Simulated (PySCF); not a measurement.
I₃In (SMILES [I][In]([I])[I]), singlet, geometry from GFN2-xTB (such geometries of metal compounds can be far from the true shape) (core potentials on I, In).

PySCF was given this input:
```python
from pyscf import gto, scf, dft

mol = gto.M(
    atom='''
In   -0.00000000   -0.00000000    0.00000000
I     2.54499834   -0.41292967   -0.80803752
I    -0.93309036   -1.23964966    2.21202695
I    -1.61190798    1.65257933   -1.40398942
''',
    basis='def2-svp',
    ecp={'I': 'def2-svp', 'In': 'def2-svp'},
    verbose=4,
)

mf = dft.RKS(mol)
mf.xc = 'pbe0'
mf = mf.density_fit(auxbasis='def2-universal-jkfit')
mf.kernel()
```

Question: What Mulliken (on the basis functions themselves) charges in atom order does DF-PBE0/def2-SVP run with PySCF give?

Answer: In1 0.50, I2 -0.17, I3 -0.17, I4 -0.17

Question: Give the dipole moment at the level DF-PBE0/def2-SVP.

Answer: 0.00 D

Question: What nuclear repulsion energy does DF-PBE0/def2-SVP give?

Answer: 520.4808 Eh

Question: What HOMO energy does DF-PBE0/def2-SVP give?

Answer: -7.80 eV
